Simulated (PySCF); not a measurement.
PySCF input for ClH2MgN, SMILES [NH2][Mg][Cl], TDA-PBE0/def2-SVPD. Coordinates come from a r2SCAN-D4/def2-TZVP optimisation. Other conformers were not sampled.

```python
import numpy as np
from pyscf import gto, scf, dft, tdscf

mol = gto.M(
    atom='''
    Mg   -0.00000000   -0.00000000    0.50186633
    Cl    0.00000000    0.00000000   -1.68442948
    N     0.00000000    0.00000000    2.37877701
    H     0.00000000   -0.81110977    2.98073308
    H     0.00000000    0.81110976    2.98073308
    ''',
    basis='def2-SVPD',
    charge=0,
    spin=0,
    symmetry=True,
    max_memory=1600,
    verbose=4,
)
mf = dft.RKS(mol, xc='pbe0').density_fit(auxbasis='def2-universal-jkfit')
mf.grids.level = 3
mf.conv_tol = 1e-9
mf.max_cycle = 100
mf.kernel()
mf.grids = dft.Grids(mol).set(level=1).build(with_non0tab=True)  # coarser grid for the response kernel
td = tdscf.TDA(mf)
td.singlet = True
td.nstates = 10
td.conv_tol = 1e-4
td.kernel(x0=td.get_init_guess(mf, 15))
td.analyze()
tt = tdscf.TDA(mf)
tt.singlet = False
tt.nstates = 4
tt.conv_tol = 1e-4
tt.kernel(x0=tt.get_init_guess(mf, 9))
tt.analyze(verbose=3)
```

It prints:

```
PySCF version 2.14.0

[INPUT] verbose = 4
[INPUT] num. atoms = 5
[INPUT] num. electrons = 38
[INPUT] charge = 0
[INPUT] spin (= nelec alpha-beta = 2S) = 0
[INPUT] symmetry True subgroup None
[INPUT] Mole.unit = angstrom
[INPUT] Symbol           X                Y                Z      unit          X                Y                Z       unit  Magmom
[INPUT]  1 Mg     0.000000000000   0.000000000000   0.501866330000 AA    0.000000000000   0.000000000000   0.948389914841 Bohr   0.0
[INPUT]  2 Cl     0.000000000000   0.000000000000  -1.684429480000 AA    0.000000000000   0.000000000000  -3.183110393344 Bohr   0.0
[INPUT]  3 N      0.000000000000   0.000000000000   2.378777010000 AA    0.000000000000   0.000000000000   4.495237060312 Bohr   0.0
[INPUT]  4 H      0.000000000000  -0.811109770000   2.980733080000 AA    0.000000000000  -1.532775322259   5.632769171631 Bohr   0.0
[INPUT]  5 H      0.000000000000   0.811109760000   2.980733080000 AA    0.000000000000   1.532775303362   5.632769171631 Bohr   0.0

nuclear repulsion = 104.887702998599
point group symmetry = C2v
symmetry origin: [ 0.00000000e+00 -4.97296344e-10  1.49188895e-09]
symmetry axis x: [1. 0. 0.]
symmetry axis y: [0.0000000e+00 1.0000000e+00 2.7774155e-10]
symmetry axis z: [ 0.0000000e+00 -2.7774155e-10  1.0000000e+00]
num. orbitals of irrep A1 = 39
num. orbitals of irrep A2 = 7
num. orbitals of irrep B1 = 17
num. orbitals of irrep B2 = 21
number of shells = 36
number of NR pGTOs = 134
number of NR cGTOs = 84
basis = def2-SVPD
ecp = {}


[settings echo left out]
init E= -715.702125025782
HOMO (B1) = -0.314151600271027  LUMO (A1) = -0.0997471186720884  gap/eV = 5.83424
cycle= 1 E= -715.678395607469  delta_E= 0.0237  |g|= 0.574  |ddm|= 3.22
HOMO (B1) = -0.132101347388145  LUMO (A1) = -0.0304430259846127  gap/eV = 2.76626
cycle= 2 E= -715.543395480257  delta_E= 0.135  |g|= 0.931  |ddm|= 1.74
HOMO (B1) = -0.262281277899184  LUMO (A1) = -0.0493091646789354  gap/eV = 5.79527
cycle= 3 E= -715.761862505834  delta_E= -0.218  |g|= 0.089  |ddm|= 1.02
HOMO (B1) = -0.246800485180403  LUMO (A1) = -0.0476854752088984  gap/eV = 5.41820
cycle= 4 E= -715.763944134747  delta_E= -0.00208  |g|= 0.0239  |ddm|= 0.181
HOMO (B1) = -0.246802886577959  LUMO (A1) = -0.0471724726552578  gap/eV = 5.43222
cycle= 5 E= -715.764098145124  delta_E= -0.000154  |g|= 0.00298  |ddm|= 0.0383
HOMO (B1) = -0.247019779300596  LUMO (A1) = -0.0468673311406134  gap/eV = 5.44643
cycle= 6 E= -715.764100453767  delta_E= -2.31e-06  |g|= 0.000887  |ddm|= 0.00634
HOMO (B1) = -0.247221849536789  LUMO (A1) = -0.0469464155850412  gap/eV = 5.44977
cycle= 7 E= -715.764100676284  delta_E= -2.23e-07  |g|= 0.000146  |ddm|= 0.00225
HOMO (B1) = -0.2472283948513  LUMO (A1) = -0.0469414922715661  gap/eV = 5.45008
cycle= 8 E= -715.764100682755  delta_E= -6.47e-09  |g|= 2.51e-05  |ddm|= 0.000531
HOMO (B1) = -0.247228790456102  LUMO (A1) = -0.0469416478003519  gap/eV = 5.45009
cycle= 9 E= -715.764100682955  delta_E= -2e-10  |g|= 2.48e-06  |ddm|= 7.1e-05
HOMO (B1) = -0.247227826197539  LUMO (A1) = -0.0469416331601087  gap/eV = 5.45006
Extra cycle  E= -715.764100682957  delta_E= -2.61e-12  |g|= 2.3e-06  |ddm|= 1.24e-05
converged SCF energy = -715.764100682957
tot grids = 22616


******** <class 'pyscf.tdscf.rks.TDA'> for <class 'pyscf.df.df_jk.DFSymAdaptedRKS'> ********
nstates = 10 singlet
deg_eia_thresh = 1.000e-03
wfnsym = None
conv_tol = 0.0001
eigh lindep = 1e-12
eigh level_shift = 0
eigh max_cycle = 100


Excitation energies (eV)
[4.12577063 5.26563216 6.0643249  6.0993003  6.1520636  6.1550406
 7.09593969 7.24573399 7.33545736 7.47932574]

** Singlet excitation energies and oscillator strengths **
Excited State   1:   B1      4.12577 eV    300.51 nm  f=0.0512
      19 -> 20       -0.70409
Excited State   2:   A2      5.26563 eV    235.46 nm  f=0.0000
      19 -> 21        0.69828
      19 -> 24       -0.10020
Excited State   3:   B1      6.06432 eV    204.45 nm  f=0.0234
      19 -> 23        0.69027
      19 -> 26       -0.12584
Excited State   4:   A1      6.09930 eV    203.28 nm  f=0.0273
      16 -> 20        0.13717
      19 -> 22       -0.68015
Excited State   5:   B1      6.15206 eV    201.53 nm  f=0.0590
      18 -> 20       -0.70127
Excited State   6:   B2      6.15504 eV    201.44 nm  f=0.0496
      17 -> 20       -0.70180
Excited State   7:   A2      7.09594 eV    174.73 nm  f=0.0000
      19 -> 24        0.68467
      19 -> 28       -0.11346
Excited State   8:   A1      7.24573 eV    171.11 nm  f=0.1187
      16 -> 20       -0.57965
      17 -> 21        0.34781
      19 -> 22       -0.10857
      19 -> 25        0.12247
Excited State   9:   A2      7.33546 eV    169.02 nm  f=0.0000
      18 -> 21       -0.69737
      18 -> 24        0.10477
Excited State  10:   A1      7.47933 eV    165.77 nm  f=0.0002
      15 -> 20       -0.11626
      16 -> 20        0.10796
      17 -> 21        0.39345
      18 -> 22       -0.24172
      19 -> 25       -0.49823

** Transition electric dipole moments (AU) **
state          X           Y           Z        Dip. S.      Osc.
  1         0.7116      0.0000     -0.0000      0.5064      0.0512
  2         0.0000      0.0000      0.0000      0.0000      0.0000
  3        -0.3970      0.0000      0.0000      0.1576      0.0234
  4         0.0000      0.0000     -0.4277      0.1829      0.0273
  5        -0.6257     -0.0000      0.0000      0.3915      0.0590
  6         0.0000     -0.5736      0.0000      0.3291      0.0496
  7        -0.0000      0.0000      0.0000      0.0000      0.0000
  8         0.0000     -0.0000     -0.8177      0.6686      0.1187
  9        -0.0000      0.0000      0.0000      0.0000      0.0000
 10         0.0000      0.0000     -0.0340      0.0012      0.0002

** Transition velocity dipole moments (imaginary part, AU) **
state          X           Y           Z        Dip. S.      Osc.
  1         0.0991     -0.0000     -0.0000      0.0098      0.0432
  2        -0.0000      0.0000      0.0000      0.0000      0.0000
  3        -0.1081      0.0000      0.0000      0.0117      0.0349
  4         0.0000      0.0000     -0.0417      0.0017      0.0052
  5        -0.1265      0.0000      0.0000      0.0160      0.0472
  6         0.0000     -0.1157      0.0000      0.0134      0.0394
  7         0.0000      0.0000      0.0000      0.0000      0.0000
  8         0.0000      0.0000     -0.2114      0.0447      0.1119
  9        -0.0000      0.0000     -0.0000      0.0000      0.0000
 10         0.0000      0.0000     -0.0104      0.0001      0.0003

** Transition magnetic dipole moments (imaginary part, AU) **
state          X           Y           Z
  1        -0.0000     -0.6889     -0.0000
  2         0.0000      0.0000      0.2620
  3         0.0000      0.3842      0.0000
  4        -0.0000      0.0000     -0.0000
  5        -0.0000     -0.3806      0.0000
  6         0.4553      0.0000      0.0000
  7        -0.0000     -0.0000     -0.1437
  8        -0.0000      0.0000     -0.0000
  9        -0.0000      0.0000      0.0022
 10         0.0000     -0.0000      0.0000


******** <class 'pyscf.tdscf.rks.TDA'> for <class 'pyscf.df.df_jk.DFSymAdaptedRKS'> ********
nstates = 4 triplet
deg_eia_thresh = 1.000e-03
wfnsym = None
conv_tol = 0.0001
eigh lindep = 1e-12
eigh level_shift = 0
eigh max_cycle = 100


Excitation energies (eV)
[3.76437488 5.2166299  5.26317005 5.88542724]

** Triplet excitation energies and oscillator strengths **
Excited State   1:   B1      3.76437 eV    329.36 nm  f=0.0000
Excited State   2:   A2      5.21663 eV    237.67 nm  f=0.0000
Excited State   3:   A1      5.26317 eV    235.57 nm  f=0.0000
Excited State   4:   B1      5.88543 eV    210.66 nm  f=0.0000
```

The calculation finished and met its thresholds.
